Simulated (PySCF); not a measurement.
A structure optimised at r2SCAN-D4/def2-SVP, used in a PySCF frequency run:

```
O
C 1 1.3979
H 2 1.1064 1 109.14
H 2 1.1104 3 106.65 1 122.97
H 2 1.1106 3 106.63 4 114.11
Zn 1 1.7663 2 126.73 3 179.59
S 6 2.1554 1 174.34 2 -172.77
H 7 1.3538 6 92.65 1 -96.36
```
Charge 0, spin multiplicity 1.

Task: Write its SMILES and formula.

Result: C[O][Zn][SH], CH4OSZn

Task: What are its rotational constants (standard atomic weights)?

Result: 38.436, 1.5517, 1.5219 GHz
